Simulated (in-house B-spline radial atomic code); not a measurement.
# RPA and G0W0 on PBEsol: Cd²⁺

Configuration [Kr] 4d10, mean-field start PBEsol. Computed with an all-electron radial atomic-structure program (B-spline basis): all electrons, non-relativistic, point nucleus, each spin shell either full or empty, empty states to l = 9 with an (l + 1/2)⁻⁴ tail; G0W0 by contour deformation at full frequency.

Without relativity these are model numbers: it shifts the levels of so heavy an element strongly and can reorder them.

Command:
```bash
python run_gw.py task.json out
```
Settings (radii: box in bohr, nucleus in fm):
```
Z                        48
electrons                46
configuration            [Kr] 4d10
hamiltonian              nr
method                   pbesol
lmax                     9
spin_polarised           False
box_radius               17.55
intervals                54
```

Run time, properties included: 1.3 s on 1 thread of Intel(R) Xeon(R) 6975P-C, on a shared host.

Energies (hartree):

```json
{"term": "mean-field total", "value": "-5463.68626"}
{"term": "Hartree-Fock functional on these orbitals", "value": "-5464.29813"}
{"term": "direct second order", "value": "-4.0666"}
{"term": "second-order exchange", "value": "1.1198"}
{"term": "SOSEX correction", "value": "1.0383"}
```

Question: What is the RPA correlation energy, and what remains with SOSEX?

Answer: RPA gives -3.5503 hartree (-2.1 eV per electron); RPA + SOSEX gives -2.512, and the second-order doubles -2.9468 hartree (no singles). SOSEX takes back 29 % of the RPA value.

Quasi-particle levels (eV):

| level | occupied | mean field | Σx - vxc | Σc | QP weight | G0W0 |
| --- | --- | --- | --- | --- | --- | --- |
| 4d | yes | -30.85 | -8.23 | ? | ? | ? |
| 5s | no | -20.167 | 5.75 | -1.92 | 0.963 | -16.335 |

G0W0 = mean field + (Σx - vxc) + Σc, with Σc (partial-wave tail included) taken at the quasi-particle energy. Only the outer levels were computed. Levels of low weight are left out.

Question: Where does G0W0 put 4d?

Answer: At -38.37 eV, with Σc = 0.71 eV and a quasi-particle weight of 0.901. The tabulated removal energy is 37.468 ± 0.006 eV (NIST, measured); the calculation leaves out relativity, Breit and QED terms, and what these don't explain is the method's own error.
